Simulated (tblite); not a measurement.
Compound: C3H5B.
Bonds: B1–C2, C2–C3, C3–C4 (double), C2–C4. Hydrogens: H5, H6 on B1; H7 on C2; H8 on C3; H9 on C4.

Computed with GFN2-xTB (tblite), gas phase: Langevin dynamics at 200 K from the optimised GFN2-xTB geometry, time step 0.5 fs, friction 0.01 fs⁻¹, 2000 steps.

Start geometry:
```
atom  x, y, z in Å
B1      1.405   -0.321   -0.155
C2      0.000   -0.263    0.448
C3     -1.242   -0.138   -0.454
C4     -0.928    0.935    0.176
H5      1.618    0.209   -1.177
H6      2.263   -0.893    0.398
H7     -0.188   -0.764    1.399
H8     -1.845   -0.709   -1.113
H9     -1.069    1.949    0.454
```

The statistics below take the 31 frames saved every 25 fs from 250 to 1000 fs; their kinetic temperature (all 3N coordinates) averages 195 K.

Q: Give the mean, spread and extremes of the bond lengths.

A: 
```
 bond  start (Å)  mean (Å)  standard deviation (Å)  shortest (Å)  longest (Å)
B1–C2      1.530     1.535                   0.023         1.493        1.586
C2–C3      1.539     1.543                   0.025         1.489        1.591
C3=C4      1.283     1.287                   0.012         1.260        1.307
C2–C4      1.539     1.541                   0.024         1.496        1.587
B1–H5      1.171     1.171                   0.018         1.138        1.212
B1–H6      1.170     1.158                   0.035         1.092        1.235
C2–H7      1.092     1.090                   0.020         1.059        1.129
C3–H8      1.060     1.066                   0.029         1.014        1.132
C4–H9      1.060     1.060                   0.023         1.011        1.117
```

Q: Give the same statistics for bond angles, one of each kind.

A: 
```
   angle  start (°)  mean (°)  standard deviation (°)  smallest (°)  largest (°)
C2–B1–H5      119.6     119.5                     3.5         113.2        128.2
H5–B1–H6      120.0     120.3                     4.0         112.0        127.0
B1–C2–C3      120.9     119.8                     5.1         109.2        130.2
B1–C2–H7      118.9     119.1                     3.9         111.3        127.2
C3–C2–C4       49.3      49.3                     0.7          48.0         51.0
C3–C2–H7      114.1     113.9                     3.3         108.1        119.1
C2–C3–C4       65.4      65.3                     1.6          61.9         67.8
C2–C3–H8      141.1     140.6                     3.2         131.7        145.9
C4–C3–H8      153.5     152.4                     3.8         145.8        161.6
```

Q: How far does each atom move about its mean position (frames aligned on the start, all atoms weighted alike), and what rms force does it feel?

A: 
| atom | rms displacement (Å) | rms force (eV/Å) |
| --- | --- | --- |
| B1 | 0.05 | 1.17 |
| C2 | 0.13 | 1.12 |
| C3 | 0.07 | 1.43 |
| C4 | 0.08 | 1.41 |
| H5 | 0.14 | 0.51 |
| H6 | 0.25 | 1.02 |
| H7 | 0.13 | 0.74 |
| H8 | 0.17 | 1.03 |
| H9 | 0.18 | 0.89 |

The displacements run from 0.05 to 0.25 Å, the largest at H6.

Q: How widely does the potential energy scatter, against a harmonic estimate?

A: Mean 0.19 eV above the start, standard deviation 0.040 eV, range 0.13 to 0.30 eV. For 21 classical harmonic modes at 200 K the canonical values are 21kT/2 = 0.18 eV and kT·√(21/2) = 0.056 eV.

The run is classical and short, so these are rough statistics of one trajectory.

The cost below is that of the whole dynamics run. On Arm Neoverse V2, one thread, shared host, this took 3.8 s wall and 0.18 GiB of memory at its peak.
